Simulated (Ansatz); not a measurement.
Calculated with Ansatz (gas phase, PBE0-D4/def2-TZVP geometries, no zero-point term in ΔE). CBS: MP2 limit from def2 TZ/QZ plus the TZ coupled-cluster correction, frozen cores. This one scheme is used for every species, atoms too. DFT in def2-TZVPP. Open shells (•) are unrestricted, without spin–orbit coupling. Spin–orbit coupling would lower the free atoms: a little for F. def2 core potentials past Kr. Bonds to In are less sure, by a few kJ/mol each and by 10 to 20 or more in all where they break to atoms, as the def2 sets lack core-valence functions. One conformer a species, not always the lowest.

Consider the homolysis of the F–In bond: `[CH3][In]([OH])[F]` → F• + `[CH3][In][OH]`•.

Question: What is ΔE at CCSD(T)/CBS? (Estimate.)

Answer: The calculation gave: +491.2 kJ/mol.

Question: What do these levels give: r2SCAN-D4, BHLYP-D4, ωB97X-V, PBE, BHLYP, CCSD/def2-SVP? (Estimate.)

Answer: Computed: r2SCAN-D4 465.8, BHLYP-D4 433.0, ωB97X-V 484.4, PBE 478.5, BHLYP 431.4, CCSD/def2-SVP 441.2 kJ/mol.

Largest T1 diagnostic among the species: 0.019.

In def2-TZVPP, CCSD(T) changes the Hartree–Fock value by +151.4 kJ/mol (the triples alone add +11.3 kJ/mol) and MP2 by +184.6 kJ/mol; breaking electron pairs costs correlation energy, which Hartree–Fock lacks. From BLYP to BHLYP (50 % exact exchange), in def2-TZVPP and without D4, ΔE moves by −29.7 kJ/mol: exact exchange takes away binding that semilocal exchange gives to molecules.
